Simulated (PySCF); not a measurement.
**Excitation energy of P²⁺ by level of theory**

P²⁺ [Ne] 3s2 3p1 (2P) → P²⁺ [Ne] 3s1 3p1 3d1 (high-spin determinant), as a difference of total energies. Calculation: PySCF 2.14, in aug-cc-pVDZ-DK; scalar relativity by spin-free X2C-1e. Correlated levels: valence: [Ne] frozen. The calculations carry no spin-orbit coupling.

```json
{"method": "UHF", "excitation energy (cm⁻¹)": "167310"}
{"method": "MP2 (valence)", "excitation energy (cm⁻¹)": "174460"}
{"method": "SCS-MP2 (valence)", "excitation energy (cm⁻¹)": "176580"}
{"method": "CCSD (valence)", "excitation energy (cm⁻¹)": "170080"}
{"method": "CCSD(T) (valence)", "excitation energy (cm⁻¹)": "168630"}
{"method": "CCSDT (valence)", "excitation energy (cm⁻¹)": "183270"}
{"method": "FCI (valence)", "excitation energy (cm⁻¹)": "169010"}
```

A first-order spin-orbit estimate (lowest level to lowest level, LS coupling) adds 0.010 eV.

The promoted electron is Rydberg-like, and one or two diffuse shells describe it only roughly, which tends to raise the upper state.

The coupled-cluster amplitudes are large for the upper state (T1 above 0.03 or a double amplitude above 0.15), so a single reference is strained.

The determinant of the upper state mixes LS terms, which raises its energy above the lowest term, most at the Hartree-Fock and MP2 levels.
